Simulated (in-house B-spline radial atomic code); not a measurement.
Ionising Tl V (Tl4+) with different functionals

Computed with a radial B-spline atomic code at the basis-set limit: four-component Dirac-Coulomb Hamiltonian, Fermi nucleus of rms radius 5.4759 fm, spin-restricted, spherical fractional occupations for the functionals. The ionisation energy is the difference of two self-consistent energies, [Xe] 4f14 5d9 → [Xe] 4f14 5d8, without Breit or QED terms; ε is the level of the shell that loses the electron (mean over j). The electron is taken from both j subshells in proportion to 2j + 1, so the result is a j average, not the step between ground levels.

Hybrids are left out here: with spherical fractional occupations of an open shell their exact exchange keeps a self-interaction that integer-occupation calculations don't have.

```
           method  rung  ΔSCF (eV)  -ε(5d) (eV)
         LDA VWN5   LDA      67.63        59.70
 relativistic LDA   LDA      67.64        59.71
         LDA PW92   LDA      67.62        59.69
LDA exchange-only   LDA      65.87        57.96
              PBE   GGA          ?            ?
           PBEsol   GGA      67.37        59.44
             BLYP   GGA      67.16        59.24
             RPBE   GGA      67.28        59.34
             PW91   GGA      67.43        59.50
             BP86   GGA      67.44        59.50
             AM05   GGA          ?            ?
             OLYP   GGA      67.59        59.63
```

Task: What does PBE give?

Result: ΔSCF 67.34 eV, and -ε(5d) = 59.41 eV.

Task: What does AM05 give?

Result: ΔSCF 67.38 eV, and -ε(5d) = 59.45 eV.

Task: How do they compare with the NIST value?

Result: NIST lists 62.6 eV ± 0.4 (measured, ground level to ground level). Errors run from +3.27 to +5.04 eV. The correlated functionals all miss on the same side by more than they spread, so the cause is common to them (Breit-QED terms, spin polarisation, the choice among j levels, multiplet and fine-structure energies, or a listed next ion that isn't the cheapest removal here) and closeness doesn't rank the functionals.
